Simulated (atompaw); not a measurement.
# Sb (Z = 51): one change to a PAW (atompaw) potential, before and after

* Element: Sb
* Generator: atompaw 4.2.0.5
* Type: PAW
* Functional: PBE
* Relativity: scalar-relativistic
* Frozen core: [Kr] 4d10
* Valence charge: 5
* Reference configuration: 5s2 5p1.5 (charge +1.5)
* Partial waves: 5s (bound): rc 2.20 bohr; 5s channel at 1.35 Ry: rc 2.20 bohr; 5p (bound): rc 2.20 bohr; 5p channel at -0.7 Ry: rc 2.05 bohr; 5d channel at 0.1 Ry: rc 2.20 bohr
* Local potential: troulliermartins scheme with l = 3 at 0 Ry, radius 2.05 bohr
* Core correction: smooth core density matched at 2.15 bohr
* Augmentation charge: besselshape compensation charge, radius 2.05 bohr; PAW radius 2.20 bohr; waves and projectors: custom rrkj gramschmidtortho

All-electron outer shells of the reference configuration (PBE, scalar-relativistic, ld1.x):

| shell | level (eV) | outermost node (bohr) | outermost maximum (bohr) |
| --- | --- | --- | --- |
| 5s | -24.93 | 0.95 | 1.86 |
| 5p | -15.94 | 1.04 | 2.21 |

Change: reference 5s1.75 5p3.25; added wave 5d channel at 2.3 Ry: rc 2.20 bohr.

Cutoffs: the cutoffs (Ry, on a coarse ladder) from which the occupation-weighted sum of valence levels, in a spherical-Bessel basis at the reference potential, stays within 10 and 1 mRy of its value at 400 Ry; they do not see the model core or the augmentation charge, which bear on the density cutoff.

What does the change do?

Both files are so soft that the ladder of cutoffs tells neither apart; the bound ghosts move from p, s to d, p, s; the range in which the d phases agree widens (upper end 0.4 → at the end of the scan).

| quantity | base | changed |
| --- | --- | --- |
| cutoff, loose | 6 Ry | 6 Ry |
| cutoff, tight | 8 Ry | 8 Ry |
| bound ghosts | s, p | s, p, d |
| s: phases at 2.21 bohr within 0.05 rad from the reference energy up to (Ry; the scan ends near 5) | to the end of the scan | to the end of the scan |
| p: phases at 2.21 bohr within 0.05 rad from the reference energy up to (Ry; the scan ends near 5) | 4.8 | to the end of the scan |
| d: phases at 2.21 bohr within 0.05 rad from the reference energy up to (Ry; the scan ends near 5) | 0.4 | to the end of the scan |
| lowest overlap eigenvalue by channel | s 0.33, p 0.24, d 1.00 | s 0.31, p 0.07, d 0.80 |

 A true bound ghost makes a file unfit for plane-wave use even where its test errors are small: the radial tests pick states by their node count and pass the ghost by. The cutoffs see the waves, projectors and local potential, not the compensation charge or the core.
